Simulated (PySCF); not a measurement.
A species of formula C2H6BNSi has this rotational fingerprint, computed with PySCF 2.14.0, PBE0-D3(BJ)/def2-SVP geometry optimisation, gas phase:

```
Rotational constants : A = 25022, B = 1239, C = 1198 MHz
Dipole components    : |μa| = 1.75 D, |μb| = 1.59 D, |μc| = 0.00 D
Inertial defect      : -5.97 u·Å²
κ                    : -1.00
```

**Question.** Which structure is it? (One computed conformer of each.)
A. `NBC#C[SiH3]`
B. `[CH:1]#[C:2][BH:3][NH:4][SiH3:5]` with C2–B3–N4–Si5 0°

**Answer.** A. It is NBC#C[SiH3], a near-prolate asymmetric top. The candidates at the same level (rigid rotor, commonest isotopes):

```tsv
SMILES	A (MHz)	B (MHz)	C (MHz)	μa (D)	μb (D)	μc (D)	Δ (u·Å²)	point group	rotor
NBC#C[SiH3]	25022	1239	1198	1.75	1.59	0.00	-5.97	–	near-prolate asymmetric top
C#CBN[SiH3]	7909	2254	1791	1.14	0.22	0.00	-5.89	–	asymmetric top
```

`C#CBN[SiH3]` has B 82 % too high. No structure here is proved a minimum.
